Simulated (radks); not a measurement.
Q: Valence configurations of the erbium ion Er+ (all share [Xe]). All-electron calculation, scalar-relativistic Kohn-Sham, BLYP, spin-polarised, spherical densities, finite nucleus; open shells are filled with parallel spins first (spin-orbit coupling, left out, can overturn this in heavy ions); Fermi nuclear charge, rms radius 5.2516 fm. Program: a radial shooting solver on a logarithmic mesh with Libxc functionals. Order these by energy: 4f12 6p1; 4f12 6s1; 4f13; 4f12 5d1; 4f12.5 6s0.5; 4f10.5 5d1.5 6s1; 4f11 5d0.5 6s1 6p0.5; 4f11.5 5d0.5 6s1; 4f11 5d1 6s1; 4f11 6s1 6p1.

A: From the lowest, in eV above it: 4f12 6s1 0.000; 4f12.5 6s0.5 0.924; 4f11.5 5d0.5 6s1 1.400; 4f12 5d1 2.620; 4f13 2.811; 4f12 6p1 3.740; 4f11 5d1 6s1 3.817; 4f11 5d0.5 6s1 6p0.5 5.120; 4f11 6s1 6p1 6.690; 4f10.5 5d1.5 6s1 7.351. NIST lists [Xe] 4f12 6s1 as the ground configuration; this level of theory agrees among the configurations tried. The energies are those of spherical high-spin densities, not of single terms.
